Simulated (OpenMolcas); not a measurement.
**Ni4+ in a point-charge field**

Ni4+ among 4 point charges of -2.5 e arranged as a tetrahedron (Td), 2.03 Å from the ion.
```
   1.1720    1.1720    1.1720  -2.50
   1.1720   -1.1720   -1.1720  -2.50
  -1.1720    1.1720   -1.1720  -2.50
  -1.1720   -1.1720    1.1720  -2.50
```

```
Program             : OpenMolcas
Method              : SS-CASPT2, IPEA 0.25 Eh, imaginary shift 0.1 Eh (closed shells correlated: 3s 3p)
Basis               : ANO-RCC-VDZP [5s4p2d1f]
Scalar Hamiltonian  : DKH2, point nucleus
Active space        : 6 electrons in 5 orbitals (3d)
State averaging     : 2S+1 = 5 even, 5 roots; 2S+1 = 3 even, 45 roots; 2S+1 = 1 even, 50 roots
Spin-orbit coupling : RASSI with atomic mean-field integrals over the reference wave functions
```

The lowest spin-free states (labels of Td), above the lowest:

| State | Degeneracy | E (cm-1) | Free-ion L (%) |
| --- | --- | --- | --- |
| 5E | 2 | 0 | D (100) |
| 5T2 | 3 | 1220 | D (100) |
| 3T1 | 3 | 27840 | P (83) |
| 3T1 | 3 | 28340 | H (97) |
| 3E | 2 | 28410 | H (100) |
| 3T2 | 3 | 29000 | H (99) |
| 3T1 | 3 | 29190 | H (97) |
| 3A2 | 1 | 30190 | F (100) |
| 3T2 | 3 | 30540 | F (98) |
| 3T1 | 3 | 31490 | F (84) |
| 3A1 | 1 | 34640 | G (100) |
| 3T1 | 3 | 35050 | G (98) |
| 3E | 2 | 35220 | G (100) |
| 3T2 | 3 | 35970 | G (99) |
| 1E | 2 | 42620 | I (98) |
| 1A2 | 1 | 42640 | I (100) |
| 1T2 | 3 | 42730 | I (98) |
| 1T2 | 3 | 43020 | G (94) |
| 1A1 | 1 | 43170 | I (88) |
| 1T1 | 3 | 43270 | I (92) |

The lowest levels with spin-orbit coupling:

```csv
E (cm-1),Degeneracy,Label,2S+1
0,1,A1,5
62,3,T1,5
120,2,E,5
270,3,T2,5
570,1,A2,5
1310,3,T2,5
1700,3,T1,5
1940,2,E,5
2270,3,T2,5
2500,3,T1,5
2660,1,A1,5
27260,2,E,3
27290,3,T2,3
28470,1,A1,3
28530,3,T1,3
28600,3,T2,3
28940,3,T1,3
28950,2,E,3
29040,3,T2,3
29110,1,A2,3
```

Powder χT (cm3 K/mol): 0.238 at 2 K, 1.19 at 10 K, 4.04 at 50 K, 4.65 at 100 K, 4.9 at 200 K, 4.96 at 300 K. The effective moment at 300 K is 2.828 √(χT) = 6.30 μB.

The lowest level has 2S+1 = 5, for which the spin-only value is χT = S(S+1) / 2 = 3.000 cm3 K/mol (g = 2). The computed 4.958 at 300 K differs by +1.958, through orbital momentum, spin-orbit coupling and any other state in reach.

Roots that are degenerate in the reference are averaged as groups; the widest CASPT2 spread within a group is 290 cm-1 (the 3-fold group of multiplicity 3 near 72100 cm-1 above the lowest state of its run). Shifts and gaps below about the spread of the groups concerned are not significant. An orbital doublet at a regular site is open to a Jahn-Teller distortion, which this geometry leaves out. The ground term spreads over less than 5000 cm-1, several times less than with real ligands, so orbital moments are less quenched and χT lies further from the spin-only value than at real sites. Free-ion shares, where given, are those of the reference states; single-state CASPT2 does not remix them. This is an electrostatic model: the charges have no orbitals. No measured value stands beside these numbers.

The CASPT2 steps took 6.2 s on 1 thread of Arm Neoverse V2 (shared host); the integral step is not counted.
